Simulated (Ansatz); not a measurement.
Geometry optimisation of InN₂.

```yaml
crystal:
  periodic: [false, false, false]
  atoms:
    - {symbol: In, position_ang: [-1.808324, 0.403245, -0.150126]}
    - {symbol: N, position_ang: [1.024190, 0.342295, 0.090014]}
    - {symbol: N, position_ang: [0.784134, -0.745540, 0.060112]}
basis:
  gaussian: {orbitals: def2-TZVP}
magnetization: {spin_polarized: true, initial_magnetization: 3}
hamiltonian: {xc: r2scan, dispersion: d4}
scf: {lower_state_search: "off"}
output: {orbitals: {seedname: orbitals}}
relax: {f_tol: 0.02, max_steps: 100}
```

```sh
$ ansatz run in.yaml --threads 4 --pin off --events-out ev --progress --plain --max-ram 3916MiB
```

Output, abridged:

```
Functional definition: r2SCAN
mean field -8151.11349562 eV, -299.5478959409 hartree, gradient 7.9e-6 eV, S^2 3.754025; 0 other end points of the search recorded, 0 dependent functions left out
relax step   1: F+E_penalty+E_count = -8151.12659251 eV  Δ(F+E_penalty+E_count) = +0.000e0 eV  max|allowed force component| = 6.126e-1 eV/Å  Δτ_max = 0.0000 Å  (23 SCF iters, accepted)
mean field -8151.28018912 eV, -299.5540218141 hartree, gradient 3.8e-6 eV, S^2 3.754307; 0 other end points of the search recorded, 0 dependent functions left out
relax step   2: F+E_penalty+E_count = -8151.29324462 eV  Δ(F+E_penalty+E_count) = -1.667e-1 eV  max|allowed force component| = 1.566e0 eV/Å  Δτ_max = 0.1689 Å  (28 SCF iters, accepted)
mean field -8151.35846951 eV, -299.5568985654 hartree, gradient 4.2e-6 eV, S^2 3.754908; 0 other end points of the search recorded, 0 dependent functions left out
relax step   3: F+E_penalty+E_count = -8151.37055795 eV  Δ(F+E_penalty+E_count) = -7.731e-2 eV  max|allowed force component| = 3.649e0 eV/Å  Δτ_max = 0.1950 Å  (27 SCF iters, accepted)
mean field -8151.41676967 eV, -299.5590410566 hartree, gradient 3.6e-6 eV, S^2 3.754943; 0 other end points of the search recorded, 0 dependent functions left out
relax step   4: F+E_penalty+E_count = -8151.42894861 eV  Δ(F+E_penalty+E_count) = -5.839e-2 eV  max|allowed force component| = 1.119e0 eV/Å  Δτ_max = 0.0177 Å  (24 SCF iters, accepted)
mean field -8151.42335614 eV, -299.5592831048 hartree, gradient 4.1e-6 eV, S^2 3.754992; 0 other end points of the search recorded, 0 dependent functions left out
relax step   5: F+E_penalty+E_count = -8151.43556079 eV  Δ(F+E_penalty+E_count) = -6.612e-3 eV  max|allowed force component| = 4.705e-2 eV/Å  Δτ_max = 0.0058 Å  (24 SCF iters, accepted)
mean field -8151.42347149 eV, -299.5592873438 hartree, gradient 3.3e-6 eV, S^2 3.755015; 0 other end points of the search recorded, 0 dependent functions left out
relax step   6: F+E_penalty+E_count = -8151.43565287 eV  Δ(F+E_penalty+E_count) = -9.208e-5 eV  max|allowed force component| = 8.320e-3 eV/Å  Δτ_max = 0.0044 Å  (25 SCF iters, accepted)
Total energy: -8151.43567666 eV, -299.5597358756 hartree
Atom 0 at    -1.470383     0.327879    -0.122070 Å, force    -0.008320     0.001854    -0.000691 eV/Å
Atom 1 at     0.858763     0.395961     0.076427 Å, force     0.004034    -0.001508     0.000330 eV/Å
Atom 2 at     0.611620    -0.723840     0.045643 Å, force     0.004286    -0.000347     0.000361 eV/Å
Dipole moment:    -0.228821     0.051025    -0.018997 e Å
Checks for a lower state left out: stability, starts, cluster_reference, orbital_swaps, neighbouring_geometries, increment
```

It took 5.5 s on 4 threads of Intel Xeon Platinum 8488C on a shared host.

In the def2 sets In takes a core potential; there is no spin–orbit coupling. The relaxation made no stability test and no search for a lower SCF solution. At r2SCAN-D4/def2-TZVP a doublet of charge 0 lies 3.74 eV below the quartet, each at its own geometry. The structure comes from a short search, and lower isomers may exist.
